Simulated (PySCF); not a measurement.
Working with the constants of TaH⁺

UHF-CCSD(T) constants of TaH⁺, quartet, unpaired electrons σ ↑, π ↑, δ ↑ (basis Ta def2-TZVPPD with ECP60, H def2-TZVPPD; scalar-relativistic core potentials; PySCF 2.14; masses 180.9480 and 1.0078 u):

| Item | Value |
| --- | --- |
| ωe | 1934.7 cm⁻¹ |
| ωexe | 25.6 cm⁻¹ |
| Be | 5.5973 cm⁻¹ |
| αe | 0.119 cm⁻¹ |
| De to Ta⁺ (5d3 6s1) + H | 2.66 eV |

Task: What force constant and bond length do these constants imply?

Result: Reduced mass μred = 1.0022 u; k = 5.8918×10⁻⁷·μred·ωe² (u, cm⁻¹, mdyn/Å) = 2.21 mdyn/Å; Re = √(16.8576/(μred·Be)) (u, cm⁻¹, Å) = 1.733 Å.

Task: Estimate the centrifugal constant D from the Kratzer relation and find the Dunham coefficient a1.

Result: D = 4Be³/ωe² = 0.000187 cm⁻¹; a1 = −1 − αeωe/(6Be²) = -2.22.

Correlated steps freeze no core orbitals. Spin–orbit coupling is left out, which matters for elements this heavy, above all for dissociation energies. For an ion De counts to the pair picked by the measured ionisation energies or electron affinities, which need not be the lowest pair at this level. The state is the lowest single determinant that the PBE0 search found; with open d or f shells the true ground state can be another one.
